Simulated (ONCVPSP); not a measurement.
## An all-electron radial function and its pseudo partner (Tm)

Columns: radius, all-electron u(r) and pseudo u(r) of the 5p shell (level -30.40 eV) of thulium in the configuration [Kr] 4d10 4f12 5s2 5p6 5d1 6s2; PBEsol, scalar-relativistic, ONCV scheme, ONCVPSP 4.0.1.

```csv
r (bohr),all-electron,pseudo
0.163,0.3240,0.0326
0.325,-0.3326,0.1284
0.488,-0.4108,0.2793
0.650,0.0543,0.4638
0.813,0.5225,0.6546
0.975,0.8161,0.8130
1.138,0.9447,0.9106
1.300,0.9560,0.9358
1.463,0.8980,0.8937
1.625,0.8056,0.8054
1.788,0.7001,0.7000
1.950,0.5960,0.5959
2.113,0.4990,0.4989
2.275,0.4135,0.4135
2.438,0.3395,0.3394
2.600,0.2773,0.2772
2.763,0.2251,0.2251
2.925,0.1823,0.1823
3.088,0.1470,0.1469
3.250,0.1183,0.1183
3.413,0.0949,0.0949
3.575,0.0761,0.0761
3.738,0.0608,0.0608
3.900,0.0486,0.0486
4.063,0.0387,0.0387
4.225,0.0309,0.0309
```

Problem. How many radial nodes do the two functions have?

Solution. The all-electron 5p function has n − l − 1 = 3 (the table is too coarse to show those close to the nucleus); the pseudo-wave has 0, since the states of the same l below it are removed with the core.

Problem. At about which radius was the pseudo-wave matched?

Solution. 1.70 bohr, where the columns begin to agree (steps of 0.16 bohr).

Problem. Is the pseudo-wave norm-conserving?

Solution. Yes: the ONCV scheme keeps the norm inside the radius equal to the all-electron one, which fixes the energy derivative of the logarithmic derivative at the level.
